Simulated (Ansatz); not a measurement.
Method: frozen-core CCSD(T)/def2-TZVPP // PBE0-D3(BJ)/def2-TZVP in Ansatz (a quantum-chemistry and plane-wave program).

Ansatz 0.2 input:
```yaml
crystal:
  periodic: [false, false, false]
  atoms:
    - { symbol: I, position_ang: [-2.097744, -1.037234, -0.086839] }
    - { symbol: Al, position_ang: [-0.003589, 0.234893, 0.119683] }
    - { symbol: I, position_ang: [2.123994, -0.99153, 0.245615] }
    - { symbol: H, position_ang: [-0.025074, 1.803315, 0.174246] }
basis:
  gaussian: { orbitals: def2-TZVPP }
correlation:
  method: ccsd_t
```

Output:

```
Functional definition: HF
1288 factors; integrals over basis functions are off by at most 1.6e-3 eV
mean field evaluation 1: about -22746.6423 eV, gradient 1.4e1 eV
mean field evaluation 2: about -22746.6834 eV, gradient 1.4e1 eV
mean field evaluation 4: about -22747.5248 eV, gradient 2.2e0 eV
mean field evaluation 8: about -22747.5443 eV, gradient 1.5e-1 eV
mean field evaluation 16: about -22747.3011 eV, gradient 9.0e0 eV
mean field -22747.54439964 eV, -835.9568378473 hartree, gradient 2.5e-6 eV, S^2 0.000000; 0 other end points of the search recorded, 0 dependent functions left out
13 core orbitals not correlated
reference -22747.54439964 eV, -835.9568378473 hartree; 19, 19 occupied and 124, 124 virtual orbitals, 1288 factors
second order -28.91532290 eV of doubles, -0.00000000 eV of singles
cycle   1  -26.86564448 eV  change     2.0e0 eV  update   9.7e-2
cycle   2  -27.54506278 eV  change   -6.8e-1 eV  update   2.6e-2
cycle   3  -27.59252573 eV  change   -4.7e-2 eV  update   1.1e-2
cycle   4  -27.56508718 eV  change    2.7e-2 eV  update   2.9e-3
cycle   5  -27.56612862 eV  change   -1.0e-3 eV  update   1.6e-3
cycle   6  -27.56715010 eV  change   -1.0e-3 eV  update   3.8e-4
cycle   7  -27.56668365 eV  change    4.7e-4 eV  update   1.3e-4
cycle   8  -27.56664801 eV  change    3.6e-5 eV  update   4.1e-5
perturbative correction -0.63714922 eV, -0.0234148020 hartree
Total energy: -22775.74819687 eV, -836.9933082784 hartree
```

Cost: very roughly 40 core-seconds.
